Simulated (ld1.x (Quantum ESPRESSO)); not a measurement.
**Varying the PAW potential for iron**

Base potential:

```
Element                 : Fe (Z = 26)
Generator               : ld1.x (Quantum ESPRESSO) 7.5
Type                    : PAW
Functional              : PBE
Relativity              : fully relativistic
Frozen core             : [Ar]
Valence charge          : 8
Reference configuration : 3d6 4s2 4p0
Partial waves           : 4s (bound): rcut 1.85, rcutus 2.30 bohr; 4s channel at 0.3 Ry: rcut 1.85, rcutus 2.30 bohr; 4p (bound, empty): rcut 2.35, rcutus 3.10 bohr; 4p channel at 0.25 Ry: rcut 2.35, rcutus 3.10 bohr; 3d (bound): rcut 1.60, rcutus 1.90 bohr; 3d channel at 1.2 Ry: rcut 1.60, rcutus 1.90 bohr
Local potential         : all-electron potential smoothed inside 2.00 bohr (lloc = -2)
Core correction         : a·sin(br)/r model core, default radius (core density twice the valence density)
Augmentation charge     : PSQ, radius 1.75 bohr
```

Open shells are filled in proportion to 2j + 1 (rel_dist='average').

Cutoffs, loose and tight: the cutoffs (Ry, on a coarse ladder) from which the occupation-weighted sum of valence levels, in a spherical-Bessel basis at the reference potential, stays within 10 and 1 mRy of its value at 400 Ry. They do not see the model core or the augmentation charge, which bear on the density cutoff. Test errors are all-electron minus pseudo excitation energies from the reference, over the configurations 3d6 4s1 4p0; 3d6 4s0 4p0; 3d5 4s0 4p0; 3d5 4s2 4p1; 3d4 4s0 4p0; 3d6.5 4s1.5 4p0; 3d6 4s0 4p1. A dash means not determined; rows that change the core or the reference have their own tests. The largest error is taken over the tests solved by every variant that gives reliable tests at all: 3d5 4s2 4p1; 3d6 4s0 4p0; 3d6 4s0 4p1; 3d6 4s1 4p0; 3d6.5 4s1.5 4p0.

Cutoffs are not given where the Bessel-basis levels miss the radial ones by over 6 mRy, ghosts where they miss by over 20 mRy; a channel whose overlap is not positive is not tested.

```csv
change,outcome,bound ghosts,largest test error (meV)
base,generated,not determined,-164
"wave 4p channel at 0.25 Ry: rcut 2.35, rcutus 3.10 bohr becomes 4p channel at -0.16 Ry: rcut 2.35, rcutus 3.10 bohr",generated,not determined,-164
"wave 4p channel at 0.25 Ry: rcut 2.35, rcutus 3.10 bohr becomes 4p channel at 0.04 Ry: rcut 2.35, rcutus 3.10 bohr",generated,not determined,-164
"wave 4p channel at 0.25 Ry: rcut 2.35, rcutus 3.10 bohr becomes 4p channel at 1.08 Ry: rcut 2.35, rcutus 3.10 bohr",generated,not determined,-165
"wave 4p channel at 0.25 Ry: rcut 2.35, rcutus 3.10 bohr becomes 4p channel at 2.88 Ry: rcut 2.35, rcutus 3.10 bohr",generated,not determined,-166
"wave 4p channel at 0.25 Ry: rcut 2.35, rcutus 3.10 bohr becomes 4p channel at 5.66 Ry: rcut 2.35, rcutus 3.10 bohr",generated,not determined,-164
```
